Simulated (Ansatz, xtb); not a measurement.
**BBrF2Ge: 3 structures ranked**

3 gas-phase structures of BBrF2Ge, found in a search over its isomers (lower ones may exist). Each was relaxed with GFN2-xTB; where two conformers were screened, the lower at r2SCAN-D4/def2-SVP is listed:

A. `F[B](F)[Ge][Br]`, a triplet
B. `[F][Ge][B](F)Br`, a singlet
C. `F[B](F)[Ge][Br]`, a singlet

**Question.** Estimate their order in r2SCAN-D4/def2-SVP energy at these geometries, lowest first.

**Answer.** Calculated order at r2SCAN-D4/def2-SVP: C (0.0), A (18.4), B (27.0) kcal/mol.

Energies above the lowest of each column, in kcal/mol; the last columns are at B3LYP-D3(BJ)/def2-SVP geometries (a dash: not run or not comparable):

| structure | GFN2-xTB | HF/STO-3G | r2SCAN-D4/def2-SVP | B3LYP-D3(BJ)/def2-SVP | CCSD(T)/def2-SVP + ΔMP2/def2-TZVPP |
| --- | --- | --- | --- | --- | --- |
| C | 0.0 | 0.0 | 0.0 | 0.0 | 0.0 |
| A | – | 7.5 | 18.4 | 25.4 | 25.0 |
| B | 13.6 | 44.4 | 27.0 | 26.9 | 24.6 |

Every level run on C puts it lowest or level with the lowest. CCSD(T)/def2-SVP + ΔMP2/def2-TZVPP orders those it was run on as C (0.0), B (24.6), A (25.0) kcal/mol. Less than 1 kcal/mol parts B and A, so the order within that pair means little. Flexible structures stand in one conformer each, not always the lowest. The ΔMP2 step shifts differences by up to 4.1 kcal/mol, which makes them less sure. GFN2-xTB has no spin polarisation and isn't compared across spin states. Open shells are spin-unrestricted. ΔMP2 is the change of the MP2 energy from the smaller to the larger basis.

Programs: Ansatz 0.2.0, xtb 6.7.1.
